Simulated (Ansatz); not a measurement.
GaNH6O, singlet: at the start structure of a reaction step.

Input (in.yaml):

```yaml
crystal:
  periodic: [false, false, false]
  atoms:
    - {symbol: Ga, position_ang: [-0.681597, -0.262373, -0.672288]}
    - {symbol: N, position_ang: [0.931717, 0.714263, -0.487489]}
    - {symbol: H, position_ang: [-0.599990, -1.611714, -1.457272]}
    - {symbol: H, position_ang: [-1.988988, 0.563532, -0.394847]}
    - {symbol: H, position_ang: [0.597756, -0.220841, 1.189944]}
    - {symbol: O, position_ang: [-0.142580, -0.855332, 1.353793]}
    - {symbol: H, position_ang: [1.712802, 0.434519, -1.064301]}
    - {symbol: H, position_ang: [0.867986, 1.722347, -0.514480]}
    - {symbol: H, position_ang: [-0.697006, -0.484399, 2.046938]}
basis:
  gaussian: {orbitals: def2-TZVPP}
hamiltonian: {xc: {name: PBE-QIDH}}
```

Run by:

```bash
ansatz run in.yaml --threads 4 --pin off --events-out ev --progress --plain --max-ram 9574MiB
```

What Ansatz 0.2.0 printed:

```
Functional definition: PBE-QIDH
  name "PBE-QIDH"
  cite "Brémond, Sancho-García, Pérez-Jiménez & Adamo, J. Chem. Phys. 141, 031101 (2014) doi:10.1063/1.4890314"
  cite "Perdew, Burke & Ernzerhof, Phys. Rev. Lett. 77, 3865 (1996) doi:10.1103/PhysRevLett.77.3865"
  parameter a = 3^(-1/3)
  parameter c = 1/3
  exchange = (1 - a)*pbe_x + a*exact_x
  correlation = (1 - c)*pbe_c + c*(mp2_os + mp2_ss)
1172 factors; integrals over basis functions are off by at most 1.0e-3 eV
mean field evaluation 1: about -55982.2281 eV, gradient 5.4e1 eV
mean field evaluation 2: about -55982.2916 eV, gradient 5.4e1 eV
mean field evaluation 4: about -55987.3309 eV, gradient 2.7e0 eV
mean field evaluation 8: about -55987.3573 eV, gradient 2.4e-1 eV
mean field evaluation 16: about -55987.3574 eV, gradient 6.8e-5 eV
mean field -55987.35740291 eV, -2057.4974349629 hartree, gradient 3.6e-6 eV, S^2 0.000000; 0 other end points of the search recorded, 0 dependent functions left out
11 core orbitals not correlated: weight in the atoms' cores, before any rotation towards them, 1.000 or more for the frozen orbitals, at most 0.000 for the correlated occupied ones
reference -55987.35741495 eV, -2057.4974354055 hartree; 15, 15 occupied and 168, 168 virtual orbitals, 1172 factors
second order -22.30209055 eV of doubles, -0.00000000 eV of singles
Total energy: -55994.79144513 eV, -2057.7706309758 hartree
```

The lines “mean field evaluation” count trial sets of orbitals through the whole run, from several starts and some on an approximate energy, so they need not fall steadily or lie above the final value.

Hardware: 4 CPU threads of an Intel Xeon, shared host. Wall time about 9.6 s.
